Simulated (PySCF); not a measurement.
From one molecule to another.

First species: GeCl2H2.
InChI=1S/Cl2GeH2/c1-3-2/h3H2

Second species: C₂H₈O₂Si₃.
Geometry (PBE0-D3(BJ)/def2-SVP, Å), atoms numbered from 1 in this order:
```
atom  x, y, z in Å
C1    -1.8315    1.5205    1.0622
C2    -1.7877    0.7506    0.1201
Si3   -1.6734   -0.4351   -1.2792
O4    -0.4142   -1.4752   -1.0076
Si5    0.7542   -1.8570    0.1044
O6     1.5330   -0.4994    0.6143
Si7    1.8672    1.1159    0.4530
H8    -1.8729    2.1983    1.8969
H9    -2.9470   -1.1986   -1.3704
H10   -1.4297    0.3210   -2.5362
H11    0.1292   -2.5077    1.2866
H12    1.7184   -2.7614   -0.5727
H13    1.3593    1.8586    1.6424
H14    1.2316    1.6614   -0.7835
H15    3.3461    1.2909    0.3619
```

Levels: CAM-B3LYP/def2-SVPD for dipole moment, HOMO energy, LUMO energy, HOMO–LUMO gap, static isotropic polarisability and electronic spatial extent ⟨r²⟩ about the centre of nuclear charge; TDDFT CAM-B3LYP/def2-SVPD for lowest singlet excitation; TDA CAM-B3LYP/def2-SVPD for lowest triplet excitation (Tamm–Dancoff); PBE0-D3(BJ)/def2-SVP for rotational constant A and rotational constant C. Geometries: PBE0-D3(BJ)/def2-SVP. All species are isolated and taken at one optimised geometry, non-relativistic unless stated. Electronic properties by PySCF.

The conformers computed, where there is a choice (atom-mapped SMILES and torsion angles):
- `[CH:1]#[C:2][SiH2:3][O:4][SiH2:5][O:6][SiH3:7]`: C2–Si3–O4–Si5 3°, Si3–O4–Si5–O6 -48°, O4–Si5–O6–Si7 -12°

Values for the first species:

```
Dipole moment                                                     : 2.13 D
HOMO energy                                                       : -10.45 eV
LUMO energy                                                       : -0.11 eV
HOMO–LUMO gap                                                     : 10.34 eV
Lowest singlet excitation                                         : 6.81 eV
Lowest triplet excitation (Tamm–Dancoff)                          : 6.26 eV
Static isotropic polarisability                                   : 58.2 au
Electronic spatial extent ⟨r²⟩ about the centre of nuclear charge : 588 bohr²
Rotational constant A                                             : 7.840 GHz
Rotational constant C                                             : 1.850 GHz
```

(1) Estimate the same properties for the second species, and the change in each.

Answers

(1) 
| property | first | second | second less first |
| --- | --- | --- | --- |
| dipole moment | 2.13 D | 1.02 D | -1.11 D |
| HOMO energy | -10.45 eV | -9.71 eV | +0.74 eV |
| LUMO energy | -0.11 eV | 0.36 eV | +0.47 eV |
| HOMO–LUMO gap | 10.34 eV | 10.07 eV | -0.27 eV |
| lowest singlet excitation | 6.81 eV | 5.83 eV | -0.98 eV |
| lowest triplet excitation (Tamm–Dancoff) | 6.26 eV | 4.87 eV | -1.39 eV |
| static isotropic polarisability | 58.2 au | 101.0 au | +42.8 au |
| electronic spatial extent ⟨r²⟩ about the centre of nuclear charge | 588 bohr² | 1491 bohr² | +903 bohr² |
| rotational constant A | 7.840 GHz | 1.664 GHz | -6.176 GHz |
| rotational constant C | 1.850 GHz | 0.808 GHz | -1.042 GHz |

On the first: The polarisability is 8.62 Å³ as a volume (1 au = 0.148185 Å³), or 0.86 au for each of the 68 electrons. The principal polarisabilities are 49.9, 56.3 and 68.3 au; their mean is the isotropic value. The calculation is non-relativistic and has no spin–orbit coupling, an omission that weighs most on germanium.

On the second: In atomic units the dipole is 0.40 e·bohr (1 au = 2.5417 D). The vertical singlet–triplet gap S1 − T1 is 0.96 eV (TDDFT singlet less Tamm–Dancoff triplet; S1: HOMO→LUMO, weight 0.63; T1: HOMO−2→LUMO, weight 0.38, beside HOMO→LUMO+1, weight 0.23).
